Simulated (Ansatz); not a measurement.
Species: C₃H₅N, charge 0, singlet. C3H5N (propa-1,2-dien-1-amine, SMILES C(N)=C=C).
B3LYP-D3(BJ)/def2-TZVP minimum from Ansatz (an electronic-structure program):
```xyz
9

C      1.9207    -0.0397     0.1128
C      0.6376    -0.2306    -0.0044
C     -0.6455    -0.4187    -0.1694
N     -1.6558     0.5509    -0.0384
H      2.5235     0.3267    -0.7142
H      2.4486    -0.2386     1.0415
H     -0.9992    -1.3891    -0.5034
H     -2.5059     0.1910     0.3714
H     -1.3532     1.3877     0.4396
```

Total energies in cc-pVDZ, 22 correlated electrons, 4 frozen orbitals. Open shells are spin-unrestricted; no spin-orbit coupling. Correlated methods leave the cores frozen. No relativity.

```tsv
method	program	energy (Eh)	minus CCSDT(Q) (mEh)
HF	Ansatz	-170.90348	622.75
MP2	Ansatz	-171.46258	63.65
CCSD	Ansatz	-171.50206	24.17
CCSD(T)	Ansatz	-171.52365	2.58
CCSDT(Q)	Ansatz	-171.52623	0.00
```

Rough core times of Ansatz's runs on a shared machine: CCSD(T) under 20 s, CCSDT(Q) 30 min.
